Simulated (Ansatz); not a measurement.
The first iterations of a band of H2O + H3InO2 (9 atoms, charge 0, multiplicity 1).

The calculation used RKS CAM-B3LYP-D4/def2-SVP (Ansatz 0.2.0).

```
movable images  : 7
climbing image  : yes
spring          : 5.0 eV/Å²
optimiser       : quadratic models (default)
start path      : through a guess of the saddle point
force threshold : 0.05 eV/Å
iteration limit : 60
end points      : relaxed
```

Initial state:

```xyz
9
Properties=species:S:1:pos:R:3
In 0.967 1.146 1.190
O -0.422 1.130 -0.517
O -0.952 -0.479 1.396
O 0.919 -0.988 -0.512
H -0.510 -1.234 0.970
H 0.366 -0.246 -0.896
H -0.694 1.876 -1.063
H -1.231 0.056 0.611
H 1.557 -1.261 -1.179
```

Final state:

```xyz
9
Properties=species:S:1:pos:R:3
In 1.169 0.732 1.324
O -0.458 1.084 -0.836
O -0.564 -0.592 1.026
O 1.389 -0.896 -0.587
H -0.877 0.421 -0.211
H 1.005 -0.322 -1.272
H -1.101 1.782 -1.007
H -1.142 -0.974 1.695
H 0.578 -1.235 -0.132
```

| iteration | highest image above the first end (eV) | largest band force component (eV/Å) |
| --- | --- | --- |
| 1 | 8.286 | 27.236 |
| 2 | 1.189 | 3.158 |
| 3 | 1.020 | 1.759 |
| 4 | 0.691 | 1.743 |
| 5 | 0.399 | 1.651 |
| 6 | 0.348 | 0.851 |
| 7 | 0.294 | 1.121 |

Q: Does the band converge within its limit, and where does its top end?

A: The forces met the threshold. It ended after 21 iterations with the highest image 0.298 eV above the first end. The profile has 2 maxima (images 3, 7) with wells between them (image 6): this band takes more than one step, which may be the mechanism or a detour left from its start path. A vibrational analysis at the climbing image gives one clearly imaginary mode, 375i cm⁻¹: a first-order saddle point. The orbitals stay closed-shell, which can raise the energy where a bond breaks towards radicals; this wasn't checked here.

Time of the run: 7.3 min on 2 threads of Arm Neoverse V1, with other jobs on the host, peak memory 0.24 GiB.
